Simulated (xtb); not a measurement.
xtb input (GFN2-xTB):

```bash
xtb mol.xyz --gfn 2 --sp --chrg -1 --uhf 0
```
mol.xyz:
```
9

C     -1.76096320    -0.62752026    -0.74995001
C     -0.97492514    -0.42879485     0.31161251
B      0.51655861     0.17252901     0.32311604
O      1.22616340     0.33975431     1.39020140
O      0.96638906     0.50373160    -1.01168082
H     -1.41505609    -0.37596938    -1.74837538
H     -2.76686091    -1.04195275    -0.67837252
H     -1.38213316    -0.70255678     1.28720403
H      1.85616753     0.84783719    -0.87417601
```

End of the output:

```
         :::::::::::::::::::::::::::::::::::::::::::::::::::::
         ::                     SUMMARY                     ::
         :::::::::::::::::::::::::::::::::::::::::::::::::::::
         :: total energy             -15.908280266815 Eh    ::
         :: gradient norm              0.037394089177 Eh/a0 ::
         :: HOMO-LUMO gap              2.795648367456 eV    ::
         ::.................................................::
         :: SCC energy               -16.062024965010 Eh    ::
         :: -> isotropic ES            0.247001119027 Eh    ::
         :: -> anisotropic ES          0.010762181685 Eh    ::
         :: -> anisotropic XC          0.003062390182 Eh    ::
         :: -> dispersion             -0.004654493375 Eh    ::
         :: repulsion energy           0.153744698195 Eh    ::
         :: add. restraining           0.000000000000 Eh    ::
         :: total charge              -1.000000000000 e     ::
         :::::::::::::::::::::::::::::::::::::::::::::::::::::

           -------------------------------------------------
          |                Property Printout                |
           -------------------------------------------------

    * Orbital Energies and Occupations

         #    Occupation            Energy/Eh            Energy/eV
      -------------------------------------------------------------
         1        2.0000           -0.4508134             -12.2673
         2        2.0000           -0.4116842             -11.2025
         3        2.0000           -0.3848966             -10.4736
         4        2.0000           -0.3553436              -9.6694
         5        2.0000           -0.3372590              -9.1773
         6        2.0000           -0.3046877              -8.2910
         7        2.0000           -0.2769341              -7.5358
         8        2.0000           -0.2680468              -7.2939
         9        2.0000           -0.2440417              -6.6407
        10        2.0000           -0.2207632              -6.0073
        11        2.0000           -0.2134406              -5.8080
Note: The following floating-point exceptions are signalling: IEEE_UNDERFLOW_FLAG IEEE_DENORMAL
normal termination of xtb
        12        2.0000           -0.1825816              -4.9683
        13        2.0000           -0.1645679              -4.4781
        14        2.0000           -0.1284553              -3.4954 (HOMO)
        15                         -0.0257171              -0.6998 (LUMO)
        16                          0.1472480               4.0068
        17                          0.3078954               8.3783
        18                          0.3159199               8.5966
        19                          0.3290037               8.9526
        20                          0.4353810              11.8473
        21                          0.5310589              14.4508
        22                          0.5779683              15.7273
        23                          0.7381106              20.0850
        24                          0.9018892              24.5417
      -------------------------------------------------------------
                  HL-Gap            0.1027382 Eh            2.7956 eV
             Fermi-level           -0.0770862 Eh           -2.0976 eV

     #   Z          covCN         q      C6AA      α(0)
     1   6 C        2.831    -0.099    30.477     9.046
     2   6 C        2.800    -0.131    31.326     9.169
     3   5 B        2.466     0.416    17.848     7.497
     4   8 O        0.789    -0.740    29.882     7.327
     5   8 O        1.587    -0.602    25.257     6.782
     6   1 H        0.925    -0.006     3.170     2.784
     7   1 H        0.924    -0.045     3.970     3.116
     8   1 H        0.924    -0.029     3.622     2.976
     9   1 H        0.805     0.237     0.944     1.526

 Mol. C6AA /au·bohr⁶  :       1045.154732
 Mol. C8AA /au·bohr⁸  :      24322.710626
 Mol. α(0) /au        :         50.224241

Wiberg/Mayer (AO) data.
largest (>0.10) Wiberg bond orders for each atom

 ---------------------------------------------------------------------------
     #   Z sym  total        # sym  WBO       # sym  WBO       # sym  WBO
 ---------------------------------------------------------------------------
     1   6 C    3.979 --     2 C    1.977     6 H    0.979     7 H    0.972
     2   6 C    3.888 --     1 C    1.977     8 H    0.974     3 B    0.871
     3   5 B    3.436 --     4 O    1.641     5 O    0.897     2 C    0.871
     4   8 O    1.810 --     3 B    1.641
     5   8 O    1.929 --     9 H    0.929     3 B    0.897
     6   1 H    1.000 --     1 C    0.979
     7   1 H    0.998 --     1 C    0.972
     8   1 H    0.999 --     2 C    0.974
     9   1 H    0.944 --     5 O    0.929
 ---------------------------------------------------------------------------

Topologies differ in total number of bonds
Writing topology from bond orders to xtbtopo.mol

molecular dipole:
                 x           y           z       tot (Debye)
 q only:       -0.679      -0.178      -0.862
   full:       -0.846      -0.220      -1.089       3.550
molecular quadrupole (traceless):
                xx          xy          yy          xz          yz          zz
 q only:       -1.820      -2.766       5.723      -6.039      -1.253      -3.903
  q+dip:        0.189      -1.234       4.799      -6.766      -1.602      -4.988
   full:       -0.192      -1.895       5.961      -7.391      -1.607      -5.769

           -------------------------------------------------
          | TOTAL ENERGY              -15.908280266815 Eh   |
          | GRADIENT NORM               0.037394089177 Eh/α |
          | HOMO-LUMO GAP               2.795648367456 eV   |
           -------------------------------------------------

------------------------------------------------------------------------
------------------------------------------------------------------------
 total:
 SCF:
```

It need not be the lowest isomer of its formula. Whether it binds its extra electron was not tested at this geometry.
